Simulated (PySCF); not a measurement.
Computed structure and properties of [Ho(H2O)3]3+

System: [Ho(H2O)3]3+ (singlet in the valence; each metal's 4f electrons, 10 of them, lie in its core potential, out of spins and levels); start: displaced along the imaginary mode (D3). Method: PySCF 2.14.0, RKS PBE0, Ho lcecp-1-SVP with ECP56, O def2-SVP, H def2-SVP; non-relativistic Hamiltonian with scalar-relativistic core potentials where named; density fitting; no spin-orbit coupling.

Input of the relaxation:

```python
mol = gto.M(atom='''
Ho     0.00000    -0.00000    -0.00000
O      2.24657    -0.00001    -0.00000
H      2.86447     0.24998     0.77160
H      2.86446    -0.25002    -0.77160
O     -1.12328     1.94560    -0.00000
H     -1.64873     2.35571     0.77160
H     -1.21571     2.60571    -0.77160
O     -1.12330    -1.94558     0.00000
H     -1.21574    -2.60569     0.77160
H     -1.64875    -2.35569    -0.77160''',
    basis={'Ho': 'lcecp-1-SVP', 'O': 'def2-SVP', 'H': 'def2-SVP'},
    ecp={'Ho': 'lcecp-1-SVP'},
    charge=3, spin=0)
mf = dft.RKS(mol, xc='PBE0')
mf.grids.atom_grid = (50, 194)  # f atoms: unpruned, at least (60, 302)
mf = mf.density_fit()  # fitting sets: Ho AutoAux, O def2-universal-JKFIT, H def2-universal-JKFIT
mf.conv_tol = 1e-08; mf.max_cycle = 55
mf.kernel(dm0)  # dm0: converged density of the start geometry
# quasi-Newton relaxation in Cartesian coordinates to a largest gradient under 0.00045 Eh/bohr, steps kept in the point group
```

Run from Python with OMP_NUM_THREADS=2; the lines above give its settings. Where DIIS fails, smearing, a level shift and second-order steps follow.
It took 100 s on 2 threads of Arm Neoverse V2, with other jobs on the host, from the converged density of the start.

Course of the relaxation:

```csv
step,energy above end (eV),largest force component within the symmetry (eV/Å)
0,0.2548,1.162
1,0.1057,0.142
2,0.0983,0.048
3,0.0924,0.174
4,0.0881,0.286
5,0.0802,0.308
6,0.0597,0.171
7,0.0468,0.287
19,0.0009,0.093
20,0.0006,0.023
21,0.0004,0.020
22,0.0002,0.033
23,0.0001,0.007
24,0.0000,0.005
```
(The steps between are left out.)

Relaxed geometry (D3):

```xyz
10

Ho    0.0000    0.0000    0.0000
O     2.2346    0.0000    0.0000
H     2.8517    0.7429    0.2127
H     2.8517   -0.7429   -0.2127
O    -1.1173    1.9352    0.0000
H    -2.0692    2.0982    0.2127
H    -0.7825    2.8411   -0.2127
O    -1.1173   -1.9352    0.0000
H    -0.7825   -2.8411    0.2127
H    -2.0693   -2.0982   -0.2127
```

```tsv
contact	Å
Ho1–O2 (H2O)	2.235
Ho1–O5 (H2O)	2.235
Ho1–O8 (H2O)	2.235
```

On the finer grid (75, 302):

| Quantity | Value |
| --- | --- |
| HOMO | -25.43 eV |
| LUMO | -17.15 eV |
| Dipole about the centre of mass | 0.00 D |
| Set of Mulliken populations of Ho1 outside the core potential | s 2.14, p 6.17, d 0.70, f 0.04 |
| D3(BJ) dispersion energy (not in the energies) | -0.120 eV |

```
atom  Mulliken (e)  Löwdin (e)  spin (e)
 Ho1          1.95        1.62      0.00
  O2         -0.33        0.03      0.00
  H3          0.34        0.21      0.00
  H4          0.34        0.21      0.00
  O5         -0.33        0.03      0.00
  H6          0.34        0.21      0.00
  H7          0.34        0.21      0.00
  O8         -0.33        0.03      0.00
  H9          0.34        0.21      0.00
 H10          0.34        0.21      0.00
```

The 4f levels lie in the core potential and are missing. Their spin isn't counted.

On the grid (50, 194), as all that follows. Harmonic modes: a minimum within the noise of the softest modes; lowest -17 cm⁻¹ (negative: unstable), highest 3594 cm⁻¹, zero-point energy 1.998 eV.

Taking off one H2O (charge 0, singlet; the rest: singlet) in vacuum, both parts rigid, costs 3.92 eV; the small basis without counterpoise inflates it. Parting with an electron moved from the ligand to the metal can be far cheaper, even downhill.

Rigid scan of H2O along the line from its metal:

distance to O2 (Å), energy (eV) and a bar:
```
     1.93      0.747 ##############################
     2.03      0.283 ###########
     2.13      0.060 ##
     2.23      0.000 
     2.33      0.046 ##
     2.43      0.159 ######
     2.63      0.491 ####################
```

One start shape was tried, so this needn't be the lowest isomer.

An lcecp potential fixes the number of 4f electrons, so in runs with it no electron can move into or out of that shell.
